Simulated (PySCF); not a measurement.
**[Dy(H2O)3]3+ relaxed at several levels**

Computed with PySCF 2.14.0, def2-SVP on the ligands, density fitting, scalar-relativistic core potentials, no spin-orbit coupling, vacuum. Each row is relaxed at its own level from the same template. Distances are means of the shortest metal–ligand contacts, charges and spins Mulliken's; removal energies are rigid, with the ligand's formal charge and no counterpoise, so too large; for an anion taken off a cation in vacuum most of it is the attraction of opposite charges, and multiply charged cations can part far more cheaply with an electron moved from ligand to metal. lcecp potentials hold a fixed number of 4f electrons in the core, out of states, spins and gaps.

```
 level      basis on the metal  point group  M–H2O (Å)  charge on M (e)  removal of one H2O (eV)  strongest infrared band, degenerate modes summed (cm⁻¹)    unstable modes (below −25 cm⁻¹)
   PBE  lcecp-1-SVP with ECP55           D3      2.253             1.82                     3.96                                                     3421  0 (lowest -22 cm⁻¹, within noise)
r2SCAN  lcecp-1-SVP with ECP55           D3      2.260             1.96                     3.87                                                        –                          not given
```

Question: What does the calculation give for PBE0, lcecp-1-SVP with ECP55?

Answer: point group: D3, M–H2O (Å): 2.248, charge on M (e): 1.96, removal of one H2O (eV): 3.87, strongest infrared band, degenerate modes summed (cm⁻¹): 3560, unstable modes (below −25 cm⁻¹): 0 (lowest -16 cm⁻¹, within noise).
```xyz
10

Dy    0.0000    0.0000    0.0000
O     2.2483    0.0000    0.0000
H     2.8653   -0.7492    0.1892
H     2.8653    0.7491   -0.1892
O    -1.1241    1.9471    0.0000
H    -0.7839    2.8561    0.1892
H    -2.0815    2.1069   -0.1892
O    -1.1242   -1.9471    0.0000
H    -2.0815   -2.1069    0.1892
H    -0.7839   -2.8560   -0.1892
```

Members with unstable modes aren't minima as they stand: saddle points kept by symmetry or, where the modes are soft, flat surfaces and noise. Moved off a saddle point of the template and relaxed again: PBE, PBE0, r2SCAN. One start shape was tried for each, so a minimum needn't be the lowest isomer.
